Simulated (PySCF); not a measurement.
Dissociation curve of SMILES B. The B1–H4 bond (B1 also carries H, H; H4 carries nothing else) is stretched with both fragments frozen at the PBE0/def2-TZVP optimised geometry. Each curve is given relative to its own lowest point near equilibrium.

```csv
R / Å,A,B,C
0.94,27.5,27.7,28.5
1.02,10.9,11.1,10.1
1.08,4.1,4.2,3.0
1.12,1.5,1.6,0.7
1.15,0.5,0.5,0.0
1.19,0.0,0.0,0.3
1.23,0.4,0.4,1.8
1.27,1.6,1.5,4.3
1.33,4.4,4.2,9.6
1.37,6.8,6.6,13.9
1.49,15.8,15.5,30.0
1.60,25.4,25.2,47.3
1.79,42.6,42.7,79.7
1.99,59.8,60.6,114.0
2.15,72.2,73.8,140.0
2.37,86.3,88.5,172.2
2.62,97.8,97.9,203.0
2.92,105.4,103.4,232.2
3.25,108.5,106.0,255.5
3.56,109.5,107.0,270.9
4.17,109.9,107.6,288.6
```

Energies in kcal/mol.

Problem. Assign the columns to these levels of theory: PySCF with restricted Hartree-Fock/STO-3G; CCSD on UHF/cc-pVTZ, 1 core orbital frozen (PySCF); unrestricted PBE0/cc-pVTZ in PySCF.

Solution. A is UCCSD; B is UKS-PBE0; C is RHF/STO-3G.

The unrestricted determinant behind UKS-PBE0 is spin-contaminated at 2.37 to 4.17 Å (<S²> up to 1.0, against 0.00 for a pure singlet). The restricted form behind RHF/STO-3G keeps the bonding electrons paired and can't separate into open-shell fragments. The unrestricted determinant behind UCCSD is spin-contaminated at 1.99 to 4.17 Å (<S²> up to 1.0, against 0.00 for a pure singlet).
